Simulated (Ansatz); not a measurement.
C2H3NSi, SMILES `C#C[Si]N` (lower singlet) (charge 0, multiplicity 1). This singlet lies 1.94 eV below the relaxed triplet at the level B3LYP/cc-pVTZ // PBE0-D3(BJ)/def2-TZVP (Ansatz, an electronic-structure program).

Cartesian coordinates (Å):
```xyz
7

C      2.1271     0.0807     0.1151
C      0.9947    -0.2362    -0.1754
Si    -0.6167    -0.9066    -0.8123
N     -1.6399     0.0330     0.1763
H      3.1197     0.3675     0.3792
H     -2.6426    -0.0505     0.1208
H     -1.3423     0.7122     0.8599
```
Charge 0, multiplicity 1.

Frozen-core energies in 6-31g from Ansatz at a geometry from PBE0-D3(BJ)/def2-TZVP; the HF reference has <S^2> = 0.00 and the T1 diagnostic is 0.019.

```json
[
 {"level": "HF", "energy (Ha)": "-420.71323", "difference from CCSDTQ (mHa)": "372.95"},
 {"level": "MP2", "energy (Ha)": "-421.04726", "difference from CCSDTQ (mHa)": "38.92"},
 {"level": "CCSD", "energy (Ha)": "-421.07247", "difference from CCSDTQ (mHa)": "13.70"},
 {"level": "CCSD(T)", "energy (Ha)": "-421.08419", "difference from CCSDTQ (mHa)": "1.98"},
 {"level": "CCSDT", "energy (Ha)": "-421.08467", "difference from CCSDTQ (mHa)": "1.50"},
 {"level": "CCSDT(Q)", "energy (Ha)": "-421.08633", "difference from CCSDTQ (mHa)": "-0.16"},
 {"level": "CCSDTQ", "energy (Ha)": "-421.08617", "difference from CCSDTQ (mHa)": "0.00"}
]
```
